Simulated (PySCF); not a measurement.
## Two-component Hartree-Fock for W(73+) (tungsten, charge +73)

Start: 1s1; 1s1/2 filled at m_j = +1/2. Calculated with PySCF 2.14 in an uncontracted even-tempered set (15 s from 250 bohr⁻², ratio 2.4; 11 p from 320 bohr⁻², ratio 2.4; 3 d from 990 bohr⁻², ratio 2.6; 3 f from 1500 bohr⁻², ratio 2.6): generalised Hartree-Fock with the X2C-1e Hamiltonian and a Gaussian nucleus; one run each with spin-orbit coupling (SO) switched off, then screened by Boettger's factors.

```csv
spinor shell,electrons,"ε, spin-free (eV)","ε, screened SO (eV)",weight of nominal j (screened SO),"rms radius, screened SO (bohr)"
1s1/2,1,-80881.4,-80881.4,1.000,0.0205
```

| quantity | spin-free | screened SO |
| --- | --- | --- |
| E (hartree) | -2972.33703 | -2972.33703 |
| M_J | 1/2 | 1/2 |
| ⟨J²⟩ | 0.750 | 0.750 |
| ⟨L²⟩ | 0.000 | 0.000 |
| ⟨S²⟩ | 0.750 | 0.750 |

Breit and QED terms are absent; they matter most for the inner s and p1/2 levels.

Densities and radii are taken from the X2C orbitals without a picture-change correction, which distorts them close to the nucleus.

Without spin-orbit coupling the j labels of p, d and f shells carry no meaning; the spin-free column gives the mean over the occupied spinors of each nl shell.
